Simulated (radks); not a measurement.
Results of a calculation; reference values are marked as such.
Problem. The mean radii <r> (bohr) of the occupied orbitals of an atom or ion are listed with their occupations. Code: a radial shooting solver on a logarithmic mesh with Libxc functionals. Model: scalar-relativistic Kohn-Sham, PBEsol, spin-polarised, spherical densities, finite nucleus; Fermi nuclear charge, rms radius of each element as measured or else 0.836 A^(1/3) + 0.57 fm.

| orbital | occ. | <r> |
|---|---|---|
| 1s up | 1 | 0.02559 |
| 1s down | 1 | 0.02559 |
| 2s up | 1 | 0.1096 |
| 2s down | 1 | 0.1096 |
| 2p up | 3 | 0.09604 |
| 2p down | 3 | 0.09604 |
| 3s up | 1 | 0.2886 |
| 3s down | 1 | 0.2885 |
| 3p up | 3 | 0.2856 |
| 3p down | 3 | 0.2854 |
| 3d up | 5 | 0.2606 |
| 3d down | 5 | 0.2604 |
| 4s up | 1 | 0.6045 |
| 4s down | 1 | 0.6044 |
| 4p up | 2 | 0.6208 |

Name the element and its charge. Open shells, if any, are filled with parallel spins first.

Solution. Z = 56, barium, charge +24: Ba24+ in [Ar] 3d10 4s2 4p2. The 1s radius gives Z: for a bare nucleus <r> = (2 gamma + 1)/(2Z) with gamma = sqrt(1 - (Z/c)^2), 0.02523 bohr for Z = 56, and screening makes it slightly larger (0.02559 here). The occupations add up to 32, and the charge is Z minus that.
